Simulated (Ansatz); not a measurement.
Consider the redistribution: `[OH][Zn][SiH3]` + `CC[SiH2]O[SiH3]` → `[OH][Zn][O][SiH3]` + `CC[SiH2][SiH3]`.

Calculated with Ansatz (gas phase, PBE0-D4/def2-TZVP geometries, no zero-point term in ΔE). CCSD(T)/CBS is the MP2 limit (def2-TZVPP, def2-QZVPP) plus CCSD(T) − MP2 in def2-TZVPP, frozen cores. DFT in def2-TZVPP. B3LYP here is the variant with VWN-RPA as its local correlation; programs differ in this. For Zn outer-core shells are correlated without core-valence functions, which leaves a few kJ/mol of doubt a bond. Scalar relativity is left out up to krypton. One conformer a species, not always the lowest.

| level | ΔE (kcal/mol) | difference from CCSD(T)/CBS |
| --- | --- | --- |
| PBE0-D4 | 21.3 | 0.3 |
| B3LYP-D4 | 23.3 | 2.3 |
| B2PLYP | 22.1 | 1.1 |
| PBE | 20.5 | -0.5 |
| SCS-MP2/def2-TZVPP | 20.4 | -0.6 |
| CCSD/def2-TZVPP | 20.5 | -0.5 |
| CCSD(T)/def2-TZVPP | 20.0 | -1.0 |
| HF/def2-QZVPP | 23.1 | 2.1 |
| MP2/CBS(def2) | 21.5 | 0.5 |
| CCSD/CBS(def2) | 21.5 | 0.5 |
| CCSD(T)/CBS | 21.0 | 0 |

Largest T1 diagnostic among the species: 0.016.

In def2-TZVPP, CCSD(T) changes the Hartree–Fock value by −3.5 kcal/mol (the triples alone add −0.4 kcal/mol) and MP2 by −2.9 kcal/mol.
